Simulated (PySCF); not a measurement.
HOZn (SMILES [OH][Zn]), doublet, geometry from GFN2-xTB (such geometries of metal compounds can be far from the true shape) (the spin is typed, not shown lowest); PySCF with B3LYP/cc-pVDZ.

Input for PySCF:
```python
from pyscf import gto, scf, dft

mol = gto.Mole()
mol.atom = '''
    Zn   -0.289584   -0.175872   -0.272505
    O     0.944445    0.483028    0.894663
    H     1.131952    1.411941    1.017830
'''
mol.basis = 'cc-pvdz'
mol.charge = 0
mol.spin = 1
mol.verbose = 4
mol.build()

mf = dft.UKS(mol)
mf.xc = 'b3lyp'
mf.grids.level = 5
mf.kernel()
```

The log (banner, timings and long lists left out):

```
PySCF version 2.14.0

[INPUT] verbose = 4
[INPUT] num. atoms = 3
[INPUT] num. electrons = 39
[INPUT] charge = 0
[INPUT] spin (= nelec alpha-beta = 2S) = 1
[INPUT] symmetry False subgroup None
[INPUT] Mole.unit = angstrom
[INPUT] Symbol           X                Y                Z      unit          X                Y                Z       unit  Magmom
[INPUT]  1 Zn    -0.289584000000  -0.175872000000  -0.272505000000 AA   -0.547234450056  -0.332349912980  -0.514959817575 Bohr   0.0
[INPUT]  2 O      0.944445000000   0.483028000000   0.894663000000 AA    1.784742389715   0.912790630496   1.690668043782 Bohr   0.0
[INPUT]  3 H      1.131952000000   1.411941000000   1.017830000000 AA    2.139079266154   2.668181794045   1.923419941366 Bohr   0.0

nuclear repulsion = 80.5116564640456
number of shells = 15
number of NR pGTOs = 155
number of NR cGTOs = 62
basis = cc-pvdz
ecp = {}

******** <class 'pyscf.dft.uks.UKS'> ********
method = UKS
initial guess = minao
damping factor = 0
level_shift factor = 0
DIIS = <class 'pyscf.scf.diis.CDIIS'>
diis_start_cycle = 1
diis_space = 8
diis_damp = 0
SCF conv_tol = 1e-09
SCF conv_tol_grad = None
SCF max_cycles = 50
direct_scf = True
direct_scf_tol = 1e-13
number electrons alpha = 20  beta = 19
XC library pyscf.dft.libxc version 7.1.2
    S. Lehtola, C. Steigemann, M. J. T. Oliveira, and M. A. L. Marques,  SoftwareX 7, 1–5 (2018)
XC functionals = b3lyp
    P. J. Stephens, F. J. Devlin, C. F. Chabalowski, and M. J. Frisch,  J. Phys. Chem. 98, 11623 (1994)
radial grids:
    Treutler-Ahlrichs [JCP 102, 346 (1995); DOI:10.1063/1.469408] (M4) radial grids

becke partition: Becke, JCP 88, 2547 (1988); DOI:10.1063/1.454033
pruning grids: <function nwchem_prune>
grids dens level: 5
symmetrized grids: False
atomic radii adjust function: <function treutler_atomic_radii_adjust>
small_rho_cutoff = 0
Set gradient conv threshold to 3.16228e-05
tot grids = 111256
init E= -1854.94146875809

cycle= 1 E= -1855.08025220063  delta_E= -0.139  |g|= 0.765  |ddm|= 1.25
cycle= 2 E= -1851.91114791664  delta_E= 3.17  |g|= 2.44  |ddm|= 1.86
cycle= 3 E= -1855.25165040112  delta_E= -3.34  |g|= 0.321  |ddm|= 1.64
cycle= 4 E= -1855.27213761634  delta_E= -0.0205  |g|= 0.268  |ddm|= 0.44
cycle= 5 E= -1855.28665635368  delta_E= -0.0145  |g|= 0.0312  |ddm|= 0.154
cycle= 6 E= -1855.28704437766  delta_E= -0.000388  |g|= 0.0153  |ddm|= 0.0357
cycle= 7 E= -1855.28715541349  delta_E= -0.000111  |g|= 0.0028  |ddm|= 0.0159
cycle= 8 E= -1855.28716055286  delta_E= -5.14e-06  |g|= 0.000605  |ddm|= 0.00431
cycle= 9 E= -1855.28716092925  delta_E= -3.76e-07  |g|= 0.000188  |ddm|= 0.00135
cycle= 10 E= -1855.28716098203  delta_E= -5.28e-08  |g|= 8.97e-05  |ddm|= 0.000519
cycle= 11 E= -1855.28716099012  delta_E= -8.09e-09  |g|= 9.92e-06  |ddm|= 0.000243
cycle= 12 E= -1855.2871609902  delta_E= -7.32e-11  |g|= 3.2e-06  |ddm|= 2.22e-05
Extra cycle  E= -1855.28716099021  delta_E= -1.57e-11  |g|= 2.78e-06  |ddm|= 5.94e-06
converged SCF energy = -1855.28716099021  <S^2> = 0.75283317  2S+1 = 2.0028312
```
